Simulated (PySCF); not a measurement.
Caution: the highest occupied level lies above zero, so the state may not be bound. This singlet lies 1.01 eV below the relaxed triplet at the level B3LYP-D3(BJ)/def2-TZVPD (PySCF).

B3LYP has the VWN-RPA correlation part, as in Gaussian. 

```xyz
5

C      1.9294    -0.6144    -0.1317
N      0.9469     0.0154    -0.0166
B     -0.1970     0.9833     0.1529
O     -1.3995     0.2876     0.0715
H     -1.2798    -0.6719    -0.0762
```

Charge -1, multiplicity 1.

### Question
Give the Mulliken and meta-Löwdin atomic charges from B3LYP-D3(BJ)/def2-TZVPD in PySCF.

### Answer

| atom | Mulliken (e) | meta-Löwdin (e) |
|---|---|---|
| C1 | -0.69 | -0.26 |
| N2 | 1.06 | -0.14 |
| B3 | -1.33 | -0.29 |
| O4 | -0.30 | -0.56 |
| H5 | 0.26 | 0.25 |
